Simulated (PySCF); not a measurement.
Computed shifts of a molecule C2H6OSi, PBE/pcSseg-1 run with PySCF, GIAO, gas phase, equivalent atoms averaged, in ppm (number of nuclei): ¹³C: 246.4 (1), -10.3 (1). ²⁹Si: -56.7 (1). ¹H: 12.78 (1), 4.67 (2), 0.53 (3). References: ¹³C against TMS (σ = 182.0 ppm); ²⁹Si against TMS (σ = 335.4 ppm); ¹⁷O against H2O (σ = 334.3 ppm); ¹H against TMS (σ = 31.49 ppm), references at their B3LYP-D3(BJ)/def2-TZVP geometries, non-relativistic. Geometry optimised at B3LYP-D3(BJ)/def2-SVP. Other conformers were not sampled.

Q: Which molecule gave these data?
(A) CC(=O)[SiH3]
(B) C1OC[SiH2]1
(C) O=CC[SiH3]
(D) C[SiH2]C=O

A: D, C[SiH2]C=O
